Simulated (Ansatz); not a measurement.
Reaction (redistribution): `[F][SnH2][Br]` + `C#[C][Zr]([Cl])([Cl])[Cl]` → `C#[C][SnH2][F]` + `[Cl][Zr]([Cl])([Cl])[Br]`

Computed with Ansatz on PBE0-D4/def2-TZVP structures; ΔE is electronic, products minus reactants. CCSD(T)/CBS adds triple-zeta CCSD(T) − MP2 to the extrapolated MP2 energy (def2 sets, frozen cores). Functionals use def2-TZVPP. B3LYP here is the variant with VWN-RPA as its local correlation; programs differ in this. def2 core potentials past Kr. For Br, Sn, Zr outer-core shells are correlated without core-valence functions, which leaves a few kJ/mol of doubt a bond. Scalar relativity is left out up to krypton.

```tsv
level	ΔE (kcal/mol)
LDA (SPW92)	-10.7
r2SCAN-D4	-9.3
PBE0-D4	-9.8
B3LYP-D4	-9.0
r2SCANh-D4	-9.6
B3LYP	-8.7
SCS-MP2/def2-QZVPP	-11.6
HF/CBS(def2)	-9.2
```

Q: What does CCSD(T)/CBS give? (Estimate.)

A: Computed: -11.0 kcal/mol. The listed levels differ from it by 0.3, 1.7, 1.2, 2.0, 1.4, 2.3, -0.6, 1.8 kcal/mol.

Largest T1 diagnostic among the species: 0.016.

In def2-TZVPP, CCSD(T) changes the Hartree–Fock value by −3.1 kcal/mol (the triples alone add −0.3 kcal/mol) and MP2 by −4.0 kcal/mol. Leaving LDA and LC-ωPBE aside and taking each functional with its dispersion term where it has one, the values, not all of them listed here, spread over 3.5 kcal/mol, from PBE-QIDH to BLYP-D4. LDA lies −1.9 kcal/mol from PBE without D4. At CCSD(T), def2-SVP lies +0.8 kcal/mol from the extrapolated value and def2-TZVPP −1.2 kcal/mol.
